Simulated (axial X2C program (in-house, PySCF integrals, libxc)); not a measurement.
Results of a calculation; reference values are marked as such.
## GeO: input and output

Program: an in-house all-electron X2C program for linear molecules (integrals from PySCF).

The run was started with this input:
```json
{"zs": [32, 8], "q": 0, "bas": ["dyall-cv3z", "dyall-av3z"], "levels": ["PBE0", "HF", "PBE"], "cc": true, "r0": 1.68, "thr": -1.0, "nmax": 90, "npts": 10, "nst": 2, "ntry": 6}
```
```bash
python so2c.py task.json out
```

Keys: zs atomic numbers; q charge; bas basis sets; levels methods; cc coupled cluster on or off; r0 starting distance in Å; thr threshold in hartree for freezing inner shells (an s shell follows its p shell); nmax most natural virtual spinors; npts points on the curve; nst determinants followed; ntry starts of the search. HF also brings MP2.

Output of the PBE step, without spin–orbit coupling, at R = 1.618 Å for the state M_S = 0, Λ = 0. It starts from PBE0 orbitals of this distance.

```
spin-free X2C-1e  PBE
basis functions 162  fitting functions 898  grid points 5073
iter        total energy     max residual
   1      -2173.839770521     7.45e-02
   2      -2173.838424998     2.62e-02
   3      -2173.773109368     8.34e-02
   4      -2173.843669206     7.19e-03
   5      -2173.843829622     3.83e-03
   6      -2173.843966986     6.70e-04
   7      -2173.843972095     1.30e-04
   8      -2173.843972240     1.85e-05
   9      -2173.843972243     3.47e-06
  10      -2173.843972243     9.14e-07
converged
one-electron -3193.29890274  Coulomb 1024.15955810  exact exchange 0.00000000  xc functional -88.43105899  nuclear repulsion 83.72643139
```
Energies are in hartree; totals compare only within one Hamiltonian and basis.
